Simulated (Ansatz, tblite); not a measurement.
Spin states of Ba₂S₂ (the lowest singlet isomer of a short search), each relaxed with r2SCAN-D4/def2-SVP in Ansatz. Electronic energies in the gas phase.

In the def2 sets Ba takes a core potential; there is no spin–orbit coupling. The xTB rows come from tblite. Correlated methods freeze 10 core orbitals; core or outer-core shells of Ba are correlated, in sets that lack core-valence functions. The structure comes from a short search, and lower isomers may exist.

Singlet geometry (D2h within 0.1 Å):

```tsv
atom	x (Å)	y (Å)	z (Å)
Ba1	0.9806	-1.4966	-0.9300
Ba2	-0.9808	1.5039	0.9179
S3	-1.7053	-0.8248	-0.4708
S4	1.7055	0.8174	0.4830
```

Triplet geometry (C2v within 0.1 Å):

Cartesian coordinates in Å:
```
Ba 1.0884 0.1863 -1.8204
Ba -0.0497 -0.7691 1.9847
S 0.1579 1.6518 0.4620
S -1.1966 -1.0689 -0.6263
```

Quintet geometry (D2h within 0.1 Å):

```xyz
4

Ba   -1.911   -0.772    1.011
Ba    1.920    0.761   -1.003
S    -0.258   -1.369   -1.533
S     0.249    1.381    1.524
```

⟨S²⟩: triplet 2.01 at PBE0-D4/def2-TZVP (pure 2.00), quintet 6.01 at PBE0-D4/def2-TZVP (pure 6.00).

Only these spin states were relaxed.

| level | triplet − singlet (kcal/mol) | quintet − singlet (kcal/mol) | lowest of these |
| --- | --- | --- | --- |
| GFN1-xTB | 45.2 | 118.3 | singlet |
| GFN2-xTB | 30.4 | 68.3 | singlet |
| PBE-D4/def2-TZVP | 46.8 | 123.1 | singlet |
| r2SCAN-D4/def2-TZVP | 49.8 | 120.0 | singlet |
| B97M-V/def2-TZVP | 46.8 | 114.9 | singlet |
| PBE0-D4/def2-TZVP | 50.4 | 118.8 | singlet |
| BHLYP-D4/def2-TZVP | 51.2 | 106.8 | singlet |
| CAM-B3LYP-D4/def2-TZVP | 52.8 | 112.1 | singlet |
| ωB97M-V/def2-TZVP | 58.3 | 120.4 | singlet |
| PBE-QIDH/def2-TZVP | 54.6 | 119.7 | singlet |
| RPA@PBE/def2-TZVP | 44.1 | 100.0 | singlet |

Change of the quintet − singlet gap on mixing in exact exchange, in kcal/mol: PBE to PBE0 (25 % exact exchange) -4.3.

The xTB methods have no spin-polarisation term.
